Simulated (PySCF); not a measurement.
Computed IR spectrum (relative IR intensity) of a molecule C4H4ClF. Geometry optimised at PBE-D3(BJ)/def2-SVP. Other conformers were not sampled. These are PySCF with PBE-D3(BJ)/def2-SVP values and carry that method's errors. Frequencies are harmonic and unscaled.

Lines under 2 % of the strongest are left out, and lines within 2 cm⁻¹ are merged.

```csv
ν (cm⁻¹),relative intensity
480,3.3
555,8.1
650,30
809,3.9
895,12
1055,69
1090,58
1230,3.2
1331,3.7
1382,3.1
1388,5.0
1435,16
2027,100
2975,3.2
3091,2.9
```

Question: Which molecule gave these data?
A) C=C(Cl)/C=C\F
B) C=C/C(F)=C/Cl
C) CC(Cl)=C=CF
D) C=C(F)C(=C)Cl

Answer: C, CC(Cl)=C=CF
